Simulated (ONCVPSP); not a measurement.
antimony: variants of one ONCV potential

Base potential:

* Element: antimony
* Generator: ONCVPSP 4.0.1
* Type: optimised norm-conserving Vanderbilt (ONCV)
* Functional: PBE
* Relativity: scalar-relativistic
* Frozen core: [Ar] 3d10
* Valence charge: 23
* Reference configuration: 4s2 4p6 4d10 5s2 5p3
* Partial waves: 4s+5s: rc 1.30 bohr, ncon 4, nbas 7, qcut 12.2 1/bohr, 2 projectors; 4p+5p: rc 1.30 bohr, ncon 3, nbas 7, qcut 10.2 1/bohr, 2 projectors; 4d: rc 0.95 bohr, ncon 4, nbas 7, qcut 8.7 1/bohr, 2 projectors, debl 0.4 Ha; f scattering state at 0.17 Ha: rc 1.35 bohr, ncon 4, nbas 9, qcut 8.5 1/bohr, 1 projector
* Local potential: polynomial inside 0.90 bohr (lpopt 5, dvloc0 0 Ha)
* Core correction: Teter function fitted to the true core (icmod 2), fcfact 0.55

In the d channel the program set the typed energies aside and used -1.231, 0.250 Ha.

All-electron outer shells of the reference configuration (PBE, scalar-relativistic, ld1.x):

| shell | level (eV) | outermost node (bohr) | outermost maximum (bohr) |
| --- | --- | --- | --- |
| 3p | -750.40 | 0.13 | 0.29 |
| 3d | -515.87 | – | 0.24 |
| 4s | -148.83 | 0.39 | 0.73 |
| 4p | -101.79 | 0.39 | 0.76 |
| 4d | -33.51 | 0.38 | 0.84 |
| 5s | -12.83 | 0.95 | 1.90 |
| 5p | -4.83 | 1.04 | 2.35 |

Cutoffs, loose and tight: the cutoffs (Ha) at which the residual kinetic energy of the hardest occupied pseudo-wave falls to 1 and 0.1 mHa per electron. They do not see the model core or the augmentation charge, which bear on the density cutoff. Test errors are all-electron minus pseudo excitation energies from the reference, over the configurations 4s2 4p6 4d10 5s2 5p2; 4s2 4p6 4d10 5s2 5p1; 4s2 4p6 4d10 5s2 5p0; 4s1 4p6 4d10 5s2 5p3. A dash means not determined; rows that change the core or the reference have their own tests.

```tsv
change	outcome	cutoff, loose	cutoff, tight	bound ghosts	GHOST(+) flags above zero	largest test error (meV)
base	generated, projector energies reset by the program	86 Ha	177 Ha	none	s	-124
local potential polynomial inside 0.85 bohr (lpopt 5, dvloc0 2 Ha)	generated, projector energies reset by the program	86 Ha	177 Ha	none	s	-124
core correction none	generated, projector energies reset by the program	86 Ha	177 Ha	none	s	-119
local potential polynomial inside 0.90 bohr (lpopt 5, dvloc0 5 Ha)	generated, projector energies reset by the program	86 Ha	177 Ha	none	s	-124
```

What comes out with this change to the base: all radii but the core radius scaled by about 1.14 (s 1.48, p 1.48, d 1.08, f 1.54 bohr); local potential polynomial inside 1.02 bohr (lpopt 5, dvloc0 0 Ha)?

outcome: generated, projector energies reset by the program; cutoff, loose: 74 Ha; cutoff, tight: 140 Ha; bound ghosts: none; GHOST(+) flags above zero: s; largest test error (meV): -288.

What comes out with this change to the base: d: rc 1.24?

outcome: generated, projector energies reset by the program; cutoff, loose: 55 Ha; cutoff, tight: 107 Ha; bound ghosts: none; GHOST(+) flags above zero: s, d; largest test error (meV): -145.

What comes out with this change to the base: s: qcut 7.9?

outcome: generated, projector energies reset by the program; cutoff, loose: 86 Ha; cutoff, tight: 177 Ha; bound ghosts: none; GHOST(+) flags above zero: s; largest test error (meV): -362.
